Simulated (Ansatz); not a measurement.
`CC(Cl)B(F)F` + H₂S → `FB(F)S` + `CCCl` at 400 K and 1 bar (ligand exchange at a B–C bond).

Program: Ansatz. Geometries: PBE0-D4/def2-TZVP. ΔE: electronic, gas phase. CCSD(T)/CBS adds triple-zeta CCSD(T) − MP2 to the extrapolated MP2 energy (def2 sets, frozen cores). This one scheme is used for every species. One conformer a species, not always the lowest.

```
      species  CCSD(T)/CBS energy (Eh)  H − E (kJ/mol)  S (J/(mol·K))
`CC(Cl)B(F)F`               -762.80575           206.6          382.5
          H₂S               -398.97279            53.4          215.9
     `FB(F)S`               -622.90532            72.1          308.3
       `CCCl`               -538.89655           195.0          294.4
```

H − E and S are ideal-gas, rigid-rotor, harmonic terms from PBE0-D4/def2-TZVP, for one conformer and one mirror image of each species. 1 Eh = 2625.50 kJ/mol, R = 8.31446 J/(mol·K).

Task: By hand: ΔE, ΔH, ΔS and ΔG.

Result: ΔE = (-622.90532) + (-538.89655) − (-762.80575) − (-398.97279) = -0.02333 Eh = -61.3 kJ/mol. Δ(H − E) = 72.1 + 195.0 − 206.6 − 53.4 = 7.1, so ΔH = -54.2 kJ/mol. ΔS = 308.3 + 294.4 − 382.5 − 215.9 = 4.3 J/(mol·K). ΔG = -54.2 − 400 × (4.3)/1000 = -55.9 kJ/mol.

Task: By hand: the equilibrium constant, and the temperature at which ΔG would vanish if ΔH and ΔS stayed fixed.

Result: log₁₀ K = −ΔG/(RT ln 10) = 7.3. ΔH and −TΔS have one sign here, so there is no such temperature.

The number of gas molecules stays the same, so ΔS is small and ΔH decides. A doubt of 5 kJ/mol in ΔE shifts log₁₀ K by 0.7 here. Other conformers and mirror images would add mixing entropy, several J/(mol·K) or more a flexible species. Modes under 60 cm⁻¹, often nearly free rotors, make the harmonic entropy too high. These are equilibria of isolated gas molecules and say nothing of rates. Largest T1 diagnostic: 0.013 (customary marks: 0.02 for closed shells, 0.045 for open ones).

ΔS is within the doubt of such terms, so its sign, and with it that verdict, could turn.
